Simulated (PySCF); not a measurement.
# LiBi⁻: input and log

State: ⁴Σ⁻ (quartet), unpaired electrons σ ↑, π ↑↑.

An equivalent input (the run itself took its basis sets from the Basis Set Exchange, started from a PBE0 density and held the occupation σ 7α 6β, πx 3α 2β, πy 3α 2β, δx 1α 1β, δy 1α 1β):

```python
from pyscf import gto, dft
mol = gto.M(atom='Li 0 0 0; Bi 0 0 2.834', basis={'Li': 'def2-SVPD', 'Bi': 'def2-SVPD'}, ecp={'Bi': 'def2-SVPD'},
            charge=-1, spin=3, verbose=4, symmetry='C2v')
mf = dft.UKS(mol, xc='PBE0')
mf.grids.atom_grid = (80, 434)
mf.grids.prune = dft.gen_grid.treutler_prune
mf.irrep_nelec = {'A1': (8, 7), 'A2': (1, 1), 'B1': (3, 2), 'B2': (3, 2)}
mf.conv_tol = 1e-9
mf.max_cycle = 60
mf.diis_space = 10
mf.kernel()
```

The log (some set-up lines and the per-cycle HOMO/LUMO lines removed):

```
******** <class 'pyscf.dft.uks_symm.SymAdaptedUKS'> ********
method = SymAdaptedUKS
damping factor = 0
level_shift factor = 0
DIIS = <class 'pyscf.scf.diis.CDIIS'>
diis_start_cycle = 1
diis_space = 10
diis_damp = 0
SCF conv_tol = 1e-09
SCF conv_tol_grad = None
SCF max_cycles = 60
number electrons alpha = 15  beta = 12
Set gradient conv threshold to 3.16228e-05
init E= -222.14863583568
cycle= 1 E= -222.148614339541  delta_E= 2.15e-05  |g|= 0.000668  |ddm|= 0.0083
cycle= 2 E= -222.148614567257  delta_E= -2.28e-07  |g|= 0.000546  |ddm|= 0.00252
cycle= 3 E= -222.148614898512  delta_E= -3.31e-07  |g|= 4.14e-05  |ddm|= 0.00158
cycle= 4 E= -222.148614901847  delta_E= -3.34e-09  |g|= 2.21e-05  |ddm|= 0.000267
cycle= 5 E= -222.148614902822  delta_E= -9.75e-10  |g|= 4e-06  |ddm|= 0.00014
Extra cycle  E= -222.148614902906  delta_E= -8.41e-11  |g|= 2.35e-06  |ddm|= 3.21e-05
converged SCF energy = -222.148614902906  <S^2> = 3.7547992  2S+1 = 4.0023989
```

Repeating this along the bond gives Re = 2.825 Å and ωe = 290 cm⁻¹.

A point of this curve took 0.65 CPU seconds beside 0.078 for the integrals, on Arm Neoverse V2 (shared host).

These are scalar-relativistic numbers at best; spin–orbit coupling would shift them, the dissociation energy most. The highest Kohn–Sham level is positive in this anion. Much of that is self-interaction error, but it also means that the finite basis helps to hold the extra electron. The state is the lowest determinant that a PBE0 search found; another state may lie lower at other levels.
